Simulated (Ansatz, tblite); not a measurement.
Cost and result up the ladder for [BBrH3]- (BH₃Br⁻) (5 atoms). The state is a singlet with charge -1. Geometry: PBE-D4/def2-TZVPD.

```xyz
5

B     0.0310    0.2174    0.0921
Br   -0.2498   -1.7533   -0.7434
H     0.4234    0.0300    1.2349
H    -1.0685    0.7498    0.0394
H     0.8639    0.7561   -0.6230
```

Ansatz on 4 threads of Arm Neoverse V1 on a shared host; xTB runs through tblite on one thread. Times are rough, summed over both states, and most runs start from the orbitals of an earlier one. CCSD(T)/def2-TZVPPD serves as the yardstick here, not as an exact answer. The other state is a doublet.

The xTB rows come from tblite. Correlated methods freeze 10 core orbitals; core or outer-core shells of Br are correlated, in sets that lack core-valence functions. In CCSD on the charge 0 doublet the largest single amplitude is 0.17, so its Hartree–Fock determinant may place the open shell otherwise than the density functionals do.

Run but left out: PBE-D4/def2-TZVPD (neutral doublet: an occupied level 0.04 eV above an empty one).

Correlated methods converge slowly with the basis.

Raw xTB energies of ions are shifted by several eV.

| level | functions | vertical IE (eV) | difference from CCSD(T)/def2-TZVPPD (eV) |
| --- | --- | --- | --- |
| r2SCAN-D4/def2-TZVPD | 121 | 4.14 | -0.26 |
| GFN2-xTB | 16 | 8.38 | 3.97 |
| GFN1-xTB | 19 | 7.84 | 3.44 |
| CCSD(T)/def2-TZVPPD | 145 | 4.40 | 0.00 |

**Question.** Estimate how long each takes.

**Answer.** GFN1-xTB 0.004 s; GFN2-xTB 0.004 s; r2SCAN-D4/def2-TZVPD 6.3 s; CCSD(T)/def2-TZVPPD 50 s. On shared hardware such times vary by a factor of up to 3.
